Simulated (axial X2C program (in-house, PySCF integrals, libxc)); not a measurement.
GaO⁺: properties at the nuclei

Calculated with an in-house all-electron X2C program for linear molecules (integrals from PySCF): two-component X2C with atomic mean-field Coulomb and Gaunt terms, Gaussian nuclei, basis Ga dyall-cv3z, O dyall-av3z with contracted cores.

R = 1.888 Å (near the PBE0 minimum at charge 1 of the determinant lowest at the starting distance; the state shown can have its own minimum elsewhere).

Input and command:
```json
{"zs": [31, 8], "q": 1, "bas": ["dyall-cv3z", "dyall-av3z"], "r0": 1.74, "levels": ["PBE0", "HF", "TPSSh", "B3LYP", "BP86"], "nst": 3}
```
```bash
python soeom.py task.json out
```

Keys: zs atomic numbers; q charge; bas basis sets; r0 starting distance in Å; levels methods; nst determinants followed.

Determinant lowest in the PBE0 search, Ω = 2 (⟨Sz⟩ = 1.00, ⟨Lz⟩ = 1.00 at PBE0), spin on the atoms Ga 0.24, O 0.76:

```csv
level,Eeff magnitude (GV/cm),Ws magnitude Ga (kHz),A∥/gI Ga (MHz),qzz Ga (a.u.),A∥/gI O (MHz),qzz O (a.u.)
PBE0,3.44,0.739,687,-1.60,211,0.79
HF,4.31,0.924,342,-1.74,233,1.21
TPSSh,3.4,0.729,750,-1.61,202,0.68
B3LYP,3.25,0.698,679,-1.47,220,0.81
BP86,3.09,0.663,756,-1.45,203,0.66
```

Eeff is the effective electric field on the electron electric dipole moment in this Ω state and Ws the scalar–pseudoscalar constant of the nucleus named (defined with the proton number Z and per Ω); A∥ (defined per Ω) follows by multiplying with gI = μI/(I μN); qzz is the electric field gradient, eQq0 = 234.96 MHz × Q/barn × qzz. The operators were transformed with the bare-nucleus X2C matrices; with these basis sets, hyperfine constants and field gradients can be off by tens of per cent, and where levels differ in sign neither size nor sign is settled.

(1) With Q(69Ga) = 0.171 barn, gI(17O) = -0.7575, Q(17O) = -0.02558 barn (g factors from the IAEA table of nuclear moments by Stone; Q from Pyykkö, Mol. Phys. 2018), turn the PBE0 values of the first state into constants in MHz.

Each state is one determinant with collinear spin, which with several unpaired electrons need not be a pure state. Unrestricted Hartree–Fock can overshoot spin polarisation at the nuclei. With several open shells hyperfine constants can be off by a factor of several. Open-shell Ω = 0 determinants with evenly filled partner blocks cannot be reached by this program, so the Ω shown need not be the lowest component. States lie within half an eV, so the first need not be the ground state. Further determinants of the search, some of them spin-mixed, are not shown. Where a field gradient or hyperfine factor spreads by more than a factor of two over the levels, a constant derived from it is not to be relied on.

Results:

(1) eQq0(69Ga) = 234.96 × (0.171) × (-1.60) = -64.3 MHz; A∥(17O) = 211 × -0.7575 = -160 MHz; eQq0(17O) = 234.96 × (-0.02558) × (0.79) = -4.75 MHz.
